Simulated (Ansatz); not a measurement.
## Two structures, one formula

The two ends of one reaction step of Si$_{2}$NH$_{8}$Cl, singlet (PBE0-D4/def2-TZVP).

A:

```xyz
12
angstrom
Si -1.1093 0.3207 0.4444
Cl 0.9181 -2.6885 -1.2806
H -2.0273 -0.1909 -0.6080
H -1.8038 1.3589 1.2533
N -0.6891 -0.9775 1.4925
H 1.2021 -1.4427 -1.4378
Si 0.6939 1.3834 -0.6396
H -0.3040 -1.8193 1.0912
H -0.2639 -0.7757 2.3833
H 1.6771 1.9275 0.3378
H 1.4524 0.4169 -1.4993
H 0.2536 2.4872 -1.5372
```

B:

```
12
angstrom
Si -1.3446 -1.1311 0.2016
Cl -0.1197 -2.4279 -0.8511
H -2.6603 -1.7993 0.2887
H -1.3804 0.1162 -0.5927
N -0.8267 -0.7548 1.7762
H 1.1022 0.6660 -2.2195
Si 1.4521 1.5178 -1.0580
H -0.9116 -1.4324 2.5167
H -0.0259 -0.1590 1.9151
H 1.5132 0.6806 0.1691
H 2.7779 2.1511 -1.2728
H 0.4239 2.5729 -0.8737
```

Program: Ansatz 0.2.0. Basis: def2-TZVPP. Cores are frozen in the correlated methods. B3LYP uses VWN-RPA correlation.

Question: Which structure is lower at CCSD(T), and by how much? (To be estimated.)

Answer: Computed: B, by 113.5 kJ/mol (electronic energy, against the other). By their contacts, A is a complex of Si₂NH₇ ([NH2][SiH2][SiH3]) + HCl and B is a complex of SiNH₄Cl ([NH2][SiH2][Cl]) + SiH₄.

All methods give the same order:

| method | E(B) − E(A) (kJ/mol) |
| --- | --- |
| SPW92 | -92.0 |
| PBE-D4 | -96.0 |
| BLYP-D4 | -107.1 |
| r2SCAN-D4 | -111.5 |
| B97M-V | -109.1 |
| PBE0-D4 | -103.8 |
| B3LYP-D4 | -112.6 |
| r2SCAN0-D4 | -115.2 |
| BHLYP-D4 | -121.8 |
| CAM-B3LYP-D4 | -117.0 |
| wB97X-V | -115.6 |
| wB97M-V | -121.3 |
| B2PLYP | -118.3 |
| PBE-QIDH | -114.9 |
| RPA on PBE | -112.9 |
| HF | -138.5 |
| MP2 | -122.8 |
| CCSD | -116.2 |
| CCSD(T) | -113.5 |

The T1 diagnostic stays at or below 0.011.

Labels in which every atom is bracketed show which atoms are joined, not bond orders.

For scale, one of the runs: CCSD(T)/def2-TZVPP, 269 basis functions, launched by `ansatz run in.yaml --threads 4 --pin off --events-out ev --progress --plain --max-ram 9574MiB`. Time: 2.8 min of wall clock on 4 CPU threads of an Intel Xeon; the host was shared. Peak host memory: 6.3 GiB.
